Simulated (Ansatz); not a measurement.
System: sum formula ZrOCl (charge 0, doublet). The spin state was set by rule; other spins were not relaxed. 
Coordinates optimised at B3LYP-D3(BJ)/def2-TZVP (Ansatz, a program for electronic structure):
```xyz
3

Zr     0.4555     0.3010    -0.2035
O     -0.6307     1.3597    -1.0465
Cl    -0.7749    -1.3482     0.9712
```
Charge 0, spin multiplicity 2.

Wanted: atomisation energy (electronic, to ground-state atoms), in eV. Valence correlation only, unless marked. Open shells are spin-unrestricted. Spin-orbit coupling is left out. The frozen core is the preceding noble-gas configuration, with the filled d and f shells of earlier blocks. Past Kr the def2 sets carry scalar-relativistic core potentials. The coupled-cluster limit lacks core correlation, which all-electron functionals hold. Basis-set limits of correlation are two-point, X^-3; Hartree-Fock from the larger set. The bracket is a focal-point correction in the basis named.

| level | program | atomisation energy (eV) |
|---|---|---|
| HF/def2-QZVPP | Ansatz | 7.94 |
| SVWN5/def2-TZVPD | Ansatz | 15.27 |

Task: Predict the RI-MP2/CBS(def2-TZVPPD,def2-QZVPPD)+[CCSD(T)-MP2]/def2-TZVPPD result (Ansatz).

Result: 12.68 eV, so SVWN5/def2-TZVPD differs from it by 2.59 eV.
